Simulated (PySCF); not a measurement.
# Mayer bond orders and bond lengths

C6H3F3.
SMILES with atom numbers: `[CH2:1]=[C:2]=[CH:3][C:4]#[C:5][C:6]([F:7])([F:8])[F:9]` (hydrogens: H10, H11 on C1; H12 on C3)

Geometry (PBE0-D3(BJ)/def2-SVP, Å), atoms numbered from 1 in this order:
```xyz
12
C6H3F3 angstrom
C     -3.148    0.110   -0.378
C     -2.025   -0.498   -0.125
C     -0.893   -1.124    0.139
C      0.372   -0.478    0.174
C      1.466    0.043    0.213
C      2.779    0.690    0.267
F      2.857    1.547    1.287
F      3.752   -0.209    0.420
F      3.029    1.373   -0.850
H     -3.746    0.552    0.427
H     -3.526    0.201   -1.403
H     -0.914   -2.202    0.346
```

Bond orders from the PBE0/pcSseg-1 density (PySCF). Isolated species at its PBE0-D3(BJ)/def2-SVP geometry, gas phase.

Q: How far do the computed orders between heavy atoms stray from the drawn ones?

A: The largest departure is 0.799, at C4–C5 (drawn triple, 2.201). Drawn single, order above 1.12: C3–C4 (1.181) and C5–C6 (1.156). Drawn double or triple, more than 0.30 short of the drawn order: C4–C5 (2.201).

Q: Set the Mayer orders of the bonds beside their lengths.

A: 
```csv
bond,drawn as,length (Å),Mayer order
C1–C2,double,1.302,2.083
C2–C3,double,1.320,1.819
C3–C4,single,1.421,1.181
C4–C5,triple,1.212,2.201
C5–C6,single,1.464,1.156
C6–F7,single,1.334,0.980
C6–F8,single,1.334,0.973
C6–F9,single,1.334,0.979
C1–H10,single,1.096,0.904
C1–H11,single,1.096,0.904
C3–H12,single,1.098,0.897
```

Bonds between the same two heavy elements. C–C: lowest C5–C6 (1.156, 1.464 Å), highest C4–C5 (2.201, 1.212 Å). C–F: all 3 within 0.02 of one another (0.973 to 0.980).

Q: Sum the orders of all bonds at each heavy atom with more than one neighbour and set the sums beside the valence in the SMILES.

A: C1 3.891 (drawn 4), C2 3.902 (drawn 4), C3 3.897 (drawn 4), C4 3.382 (drawn 4), C5 3.357 (drawn 4), C6 4.088 (drawn 4). Orders between atoms that aren't bonded are not in these sums.

Mayer orders depend on the basis set.

The run behind these numbers computed NMR shieldings as well. Hardware: one thread, Arm Neoverse V2, on a shared host. Cost: 14 s wall.
